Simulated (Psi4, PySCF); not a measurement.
C₄H₁₀AlCl (SMILES C[CH](C)[Al]([CH3])[Cl]), singlet, at a GFN2-xTB geometry (such geometries of metal compounds can be far from the true shape), atoms displaced at random by about 0.03 Å a coordinate. Base run: R2SCAN/STO-3G, gradient in PySCF.

PySCF was given this input:
```python
from pyscf import gto, scf, dft

mol = gto.M(
    atom='''
Al    0.219425    0.266022    0.508601
Cl   -0.233635   -1.182708    1.927319
C     0.672991    2.111814    1.134351
H     1.711774    2.327965    1.055202
H     0.350938    2.199879    2.170187
H     0.223746    2.870367    0.580626
C     0.256047   -0.255589   -1.462249
C     0.337127    0.997004   -2.312700
C    -1.012593   -1.085116   -1.823693
H     1.170672   -0.883162   -1.694030
H     0.384739    0.764267   -3.387235
H    -0.554041    1.606674   -2.182917
H     1.147025    1.607320   -2.076494
H    -1.098032   -1.933282   -1.209367
H    -0.983188   -1.415645   -2.873828
H    -1.941990   -0.572699   -1.805462
''',
    basis='sto-3g',
    charge=0,
    spin=0,
    verbose=4,
)

mf = dft.RKS(mol)
mf.xc = 'r2scan'
mf.kernel()
g = mf.nuc_grad_method()
grad = g.kernel()
```

Programs used: Psi4, PySCF; a row that names a program was run with it.

The coordinate followed is y of atom 11.

Variants of this job, named by their change:

```csv
change,dE/dx (Eh/bohr),net force (Eh/bohr)
base,0.001580,0.002707
grids.level = 5; grid_response = off,0.001584,0.000388
grids.level = 0; grid_response = on,0.001742,0.000000
grids.level = 1; grid_response = off,0.001576,0.012071
code = psi4,0.001588,0.002899
conv_tol = 1e-4,0.001569,0.002705
finite difference step (bohr) = 0.05; conv_tol = 1e-11,0.001554,-
density fitting = on; auxbasis_response = off,0.001585,0.002427
grids.level = 0; grid_response = off,0.001524,0.012435
finite difference step (bohr) = 0.2; conv_tol = 1e-11,0.001070,-
grids.level = 5; grid_response = on,0.001584,0.000000
grid_response = on,0.001587,0.000000
```

The net force is zero for an exact gradient.
